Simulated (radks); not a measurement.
The numbers below are computed, except where a source is named.
Task: Neutral silver, 47 electrons, occupied as [Kr] 4d10 6s1 (not the ground configuration). Level of theory: scalar-relativistic Kohn-Sham, r2SCAN, spin-unpolarised, spherical densities, finite nucleus; meta-GGA in the generalised Kohn-Sham scheme; Fermi nuclear charge, rms radius 4.5454 fm (a radial shooting solver on a logarithmic mesh with Libxc functionals). Some entries of the table are withheld. Estimate them.

orbital,occ.,eigenvalue (hartree),r(max) (bohr)
1s,2,-932.8445,(1)
2s,2,-138.0023,0.1139
2p,6,-123.6953,0.09116
3s,2,-25.64612,0.3321
3p,6,-20.90866,0.3255
3d,10,-13.45572,0.2744
4s,2,-3.75809,(2)
4p,6,-2.38726,0.8787
4d,10,-0.45031,1.036
6s,1,-0.05206,8.065

Result: 
(1) 1s r(max) (bohr): 0.02016
(2) 4s r(max) (bohr): 0.8247
